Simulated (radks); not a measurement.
Spin polarisation of the 4f13 shell in the thulium ion Tm2+. Start: [Xe] 4f(up 6.5, down 6.5); electrons of 4f are moved from spin down to spin up, other shells keep equal spins. Calculated with a radial shooting solver on a logarithmic mesh with Libxc functionals: scalar-relativistic Kohn-Sham, SCAN, spin-polarised, spherical densities, finite nucleus; meta-GGA in the generalised Kohn-Sham scheme; Fermi nuclear charge, rms radius of each element as measured or else 0.836 A^(1/3) + 0.57 fm.

| moment (Bohr magnetons) | E - E(0) (eV) | e(4f up) (eV) | e(4f down) (eV) | 5p down minus up (eV) | 5s down minus up (eV) | 4d down minus up (eV) |
|---|---|---|---|---|---|---|
| 0 | 0.000 | -17.539 | -17.539 | 0.000 | 0.000 | 0.000 |
| 0.25 | -0.016 | -17.662 | -17.413 | 0.039 | 0.052 | 0.276 |
| 0.5 | -0.062 | -17.783 | -17.285 | 0.078 | 0.104 | 0.553 |
| 0.75 | -0.141 | -17.902 | -17.155 | 0.118 | 0.157 | 0.829 |
| 1 | -0.250 | -18.018 | -17.022 | 0.157 | 0.210 | 1.106 |

At moment 1 the spin-polarisation energy is -0.250 eV and the 4f exchange splitting 0.996 eV, that is 0.996 eV per Bohr magneton; E = -I m^2/4 would give I = 0.999 eV.
